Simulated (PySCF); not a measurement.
Species: C₃H₈Si.
Structure used (PBE0-D3(BJ)/def2-SVP), in Å, numbered top down from 1:
```xyz
12
C3H8Si angstrom
C      1.1595   -1.0023    0.1021
C      0.1881    0.0695    0.5359
C     -0.1378    1.2069   -0.4458
Si    -1.5939    0.1207   -0.0274
H      2.1944   -0.6183    0.0828
H      0.9307   -1.3693   -0.9115
H      1.1329   -1.8696    0.7791
H      0.3499    0.4180    1.5649
H     -0.0934    2.2318   -0.0616
H      0.2989    1.1145   -1.4477
H     -2.6477    0.6274    0.8876
H     -2.0511   -0.8651   -1.0400
```

The closed-shell ground state was solved at several levels (PySCF, density fitting, gas phase, non-relativistic).

```csv
level,basis functions,HOMO (eV),LUMO (eV),gap (eV),dipole (D)
CAM-B3LYP/def2-SVPD,148,-7.94,1.21,9.15,0.14
wB97X-D/pcSseg-2,263,-8.45,1.78,10.23,0.17
BHandHLYP/def2-SVPD,148,-7.62,1.06,8.68,0.14
PBE0/pcSseg-1,115,-6.67,0.48,7.15,0.19
PBE/def2-SVPD,148,-5.57,-0.47,5.10,0.30
wB97X-D/def2-SVPD,148,-8.48,1.98,10.46,0.16
```

Q: What might PBE0/def2-SVP (100 basis functions) give for the same quantities?

A: HOMO -6.61 eV, LUMO 0.76 eV, gap 7.37 eV, dipole 0.22 D.

Q: Over all these levels, which gives the widest orbital gap and which the narrowest?

A: wB97X-D/def2-SVPD (range-separated hybrid) has the widest, 10.46 eV, and PBE/def2-SVPD (GGA) the narrowest, 5.10 eV. The two share the basis. From the narrowest to the widest the HOMO moves by -2.91 eV and the LUMO by +2.45 eV.

Q: How far do the dipole and the HOMO energy spread over the levels?

A: The dipole runs from 0.14 to 0.30 D (mean 0.19 D) and the HOMO from -8.48 to -5.57 eV.
